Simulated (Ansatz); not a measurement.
Harmonic frequencies (cm⁻¹) at PBE0-D4/def2-TZVP from Ansatz: 116, 188, 263, 284, 328, 345, 412, 772, 828, 871, 935, 1562, 3606, 3714, 3914.

Each molecule was computed in one conformer, which needn't be the lowest.

Question: Which molecule is it?
A. `[CH2][Si](F)(F)Cl`•
B. `N[Si](O)Br`•
C. `C[Si](F)F`•
D. `[NH2][GeH2][S]`•

Answer: B.
